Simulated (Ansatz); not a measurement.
The pair A = C2H5Ga (SMILES C=[CH][GaH2]) (first 8 atoms), B = H2O (SMILES O); geometry from B3LYP-D3(BJ)/def2-TZVP.
(charge 0, multiplicity 1):
```xyz
11

C     -2.0977     0.7257     0.8404
C     -0.8006     0.9683     0.6376
Ga     0.5859    -0.4482     0.7871
H     -2.4674    -0.2756     1.0477
H     -2.8590     1.5010     0.7912
H     -0.5226     1.9977     0.4158
H      0.0433    -1.9338     0.8070
H      2.0895    -0.1358     0.4633
O      0.5946    -0.2244     3.0211
H     -0.2289     0.2692     3.1475
H      0.4816    -1.0755     3.4624
```

Frozen-core correlation. Filled d and f shells under p-block atoms count as core.

Run with Ansatz (Gaussian orbitals). Values without a source in brackets are computed.

Total energies (hartree), monomers frozen at their geometry in the pair:

```json
[
 {"structure": "AB", "HF/aug-cc-pVDZ": "-2077.8809259", "PBE/def2-TZVPPD": "-2080.0460892", "CCSD(T)/aug-cc-pVDZ": "-2078.5217106"},
 {"structure": "A in the pair's basis", "HF/aug-cc-pVDZ": "-2001.8233742", "PBE/def2-TZVPPD": "-2003.6427917", "CCSD(T)/aug-cc-pVDZ": "-2002.2265970"},
 {"structure": "B in the pair's basis", "HF/aug-cc-pVDZ": "-76.0411356", "PBE/def2-TZVPPD": "-76.3835526", "CCSD(T)/aug-cc-pVDZ": "-76.2752077"},
 {"structure": "A", "HF/aug-cc-pVDZ": "-2001.8227334", "PBE/def2-TZVPPD": "-2003.6424606", "CCSD(T)/aug-cc-pVDZ": "-2002.2248578"},
 {"structure": "B", "HF/aug-cc-pVDZ": "-76.0406384", "PBE/def2-TZVPPD": "-76.3834918", "CCSD(T)/aug-cc-pVDZ": "-76.2736890"}
]
```

Problem. Work out the interaction energy without and with the counterpoise correction, and the superposition error, for each level.

Solution. 
E(AB) − E(A) − E(B), times 627.509 kcal/mol, with the monomers in their own basis and then in the pair's basis:
- HF/aug-cc-pVDZ: -11.02 uncorrected, -10.30 corrected; the monomers gain 0.71 kcal/mol from borrowed functions
- PBE/def2-TZVPPD: -12.64 uncorrected, -12.39 corrected; the monomers gain 0.25 kcal/mol from borrowed functions
- CCSD(T)/aug-cc-pVDZ: -14.54 uncorrected, -12.49 corrected; the monomers gain 2.04 kcal/mol from borrowed functions

Ansatz is a first-principles code.
